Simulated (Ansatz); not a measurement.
Reaction (atomization): `BN1C[SiH2]1` → B• + C• + 6 H• + N• + Si•

Gas-phase electronic energies from Ansatz, PBE0-D4/def2-TZVP geometries. CCSD(T)/CBS adds triple-zeta CCSD(T) − MP2 to the extrapolated MP2 energy (def2 sets, frozen cores). This one scheme is used for every species, atoms too. Functionals use def2-TZVPP. No spin–orbit coupling; open shells (•) take unrestricted orbitals. Spin–orbit coupling would lower the free atoms: a little for B, C, Si.

```csv
level,ΔE (eV),difference from CCSD(T)/CBS
r2SCAN-D4,36.96,0.24
r2SCAN0-D4,36.49,-0.23
ωB97X-V,37.09,0.37
revPBE,36.06,-0.66
BLYP,36.51,-0.21
r2SCAN0,36.44,-0.28
BHLYP,35.93,-0.79
LC-ωPBE,36.80,0.08
SCS-MP2/def2-TZVPP,36.29,-0.43
MP2/CBS(def2),37.17,0.45
CCSD(T)/CBS,36.72,0
```

Largest T1 diagnostic among the species: 0.014.

The D4 term adds +0.31 eV with B3LYP and +0.16 eV with PBE0; it sums over pairs of atoms, weighted by their polarisabilities, and B3LYP, whose exchange is more repulsive, gets the larger term. From r2SCAN to r2SCAN0 (25 % exact exchange), in def2-TZVPP and without D4, ΔE moves by −0.47 eV: exact exchange takes away binding that semilocal exchange gives to molecules. Leaving LDA and LC-ωPBE aside and taking each functional with its dispersion term where it has one, the values, not all of them listed here, spread over 1.33 eV, from BHLYP-D4 to PBE-D4. LDA lies +4.56 eV from PBE without D4, its usual overbinding.

B3LYP here is the variant with VWN-RPA as its local correlation; programs differ in this.

For atomizations the MP2-based limit and the directly extrapolated one differ by several kJ/mol either way, and by 10 to 25 for some Ge, Se and Sn compounds, so smaller differences from it don't rank the levels.
